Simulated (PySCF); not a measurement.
## Relaxation of doublet NiF₃

Level of theory: UPBE0/[Ni def2-TZVP, F def2-TZVP], no relativity, density fitting, PySCF. A (50,194) grid was used.

A hand-made T-shaped start, of C2v symmetry, held to at least that symmetry:

```xyz
4
charge 0 multiplicity 2, angstrom
Ni    0.0000    0.0000   -0.3077
F     0.0000    0.0000    1.4323
F     1.7389    0.0000   -0.2470
F    -1.7389    0.0000   -0.2470
```

What forces act on the atoms at the start (eV/Å)?


```tsv
atom	Fx	Fy	Fz
Ni1	0.00	0.00	2.34
F2	0.00	0.00	-0.48
F3	-1.18	0.00	-0.93
F4	1.18	0.00	-0.93
```

What does it relax to?

It ends at C2v with Ni–F 1.686 Å (×2), Ni–F 1.706 Å; F–Ni–F 97.2° (×2), F–Ni–F 165.6° (after a last refinement on a finer grid). A frequency run shows 1 imaginary mode, down to 91i cm⁻¹, so it is a saddle point. Other isomers or separated fragments may lie lower.

How much energy is released, and in how many steps?

31.9 kJ/mol in 4 steps.

Other spin states or occupations of the open shell can lie lower.

The relaxation took roughly 2.1 core-minutes on a shared host.
